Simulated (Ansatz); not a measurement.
Ansatz results at the PBE0-D4/def2-TZVP geometry: zero-point energy (PBE0-D4/def2-TZVP) 65.4 kJ/mol; HOMO energy (ωB97M-V/def2-TZVPP) -11.41 eV; HOMO energy (PBE/def2-TZVPP) -7.68 eV.

Each molecule was computed in one conformer, which needn't be the lowest.

Question: Which molecule gave them?
A. `FB[Si](F)(F)F`
B. `NBN`
C. `CBO`
D. `C=CB(Cl)Cl`

Answer: A. The others give `NBN`: 175.1, -9.24, -5.48; `C=CB(Cl)Cl`: 129.9, -10.74, -7.41; `CBO`: 168.2, -10.92, -7.09.
